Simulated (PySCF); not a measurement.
An unknown is described by computed data only.

Formula: C2HF5S.

| Quantity | Value |
| --- | --- |
| Dipole | 2.58 D [PBE0/pcSseg-2] |
| NMR, other nuclei | isotropic shieldings of nuclei other than C and H, by class: 87 (4 F), 94 (1 F), 344 (1 S) ppm [GIAO PBE0/pcSseg-2] |
| Rotational structure | rotational constants A, B, C: 2.663, 1.734, 1.734 GHz [PBE0-D3(BJ)/def2-TZVP] |
| 1H NMR | chemical shifts (computed TMS as zero) by class: 2.41 (1 H) ppm [GIAO PBE0/pcSseg-2] |
| 13C NMR | chemical shifts (computed TMS as zero) by class: 90.3 (1 C), 73.9 (1 C) ppm [GIAO PBE0/pcSseg-2] |

Electronic properties: PySCF, gas phase, density fitting. Levels stand in brackets. Isolated species at its PBE0-D3(BJ)/def2-TZVP geometry, gas phase. NMR classes are plain means over equivalent atoms (diastereotopic ones count apart unless rotation or inversion swaps them), as if these changed places fast.

Problem. Give a SMILES that accounts for the data.

Solution. Numbering: `[CH:1]#[C:2][S:3]([F:4])([F:5])([F:6])([F:7])[F:8]`. 2 carbons fall into 2 classes; from least to most shielded: alkyne carbon [C2] (90.3 ppm), terminal alkyne carbon [C1] (73.9 ppm). The one hydrogen (2.41 ppm): alkyne hydrogen. The other shieldings belong to: 87 ppm, sulfur-bound fluorine [F4/F5/F6/F7]; 94 ppm, sulfur-bound fluorine [F8]; 344 ppm, sulfur bonded to C and 5 F [S3]. The optimised geometry has point group C4v and is a prolate symmetric top. Structure: `S(F)(C#C)(F)(F)(F)F`. The assignments are read from this structure; whether some other isomer fits the data as well wasn't checked.
